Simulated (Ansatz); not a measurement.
Ge(NMe2)H3 (C2H9GeN). Total charge 0; singlet. Geometry PBE-D4/def2-SVP; atoms count from 1.

```xyz
13

Ge    0.8962    0.8598   -1.1668
N     0.1315   -0.3212    0.0466
C    -1.1605   -0.8884   -0.2856
C     0.2957   -0.0388    1.4589
H    -1.3236   -1.8336    0.2827
H    -1.2122   -1.1413   -1.3648
H    -2.0298   -0.2183   -0.0530
H     1.3192    0.3357    1.6678
H    -0.4297    0.7153    1.8639
H     0.1569   -0.9697    2.0564
H     0.8191    0.1761   -2.5558
H     2.3613    1.0753   -0.7087
H     0.1759    2.2492   -1.2417
```

Estimate the Mulliken populations from the PBE0/def2-TZVP orbitals of Ansatz.


```tsv
atom	charge (e)
Ge1	0.14
N2	-0.26
C3	-0.29
C4	-0.29
H5	0.12
H6	0.13
H7	0.11
H8	0.13
H9	0.11
H10	0.12
H11	0.00
H12	0.00
H13	-0.02
```
Mulliken values depend strongly on the basis.

And the Mayer bond orders between heavy atoms (over 0.3)?

Ge1–N2 1.02 (1.86 Å); N2–C3 1.00 (1.45 Å); N2–C4 1.00 (1.45 Å).
